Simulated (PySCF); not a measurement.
These are PBE-D3(BJ)/def2-TZVP // PBE0-D4/def2-TZVP in PySCF 2.14.0 values and carry that method's errors. All species are isolated molecules in the gas phase. One relaxed conformer stands for a flexible species; it need not be the lowest. 

Reference species (SMILES): `BNB=N` (neutral, multiplicity 1).

| Quantity | Value |
|---|---|
| LUMO | -1.60 eV |

Changed species: `NBN=B`.

Problem. Give the shifts of the LUMO.

Solution. the LUMO goes up by 0.37 eV, to -1.23 eV.
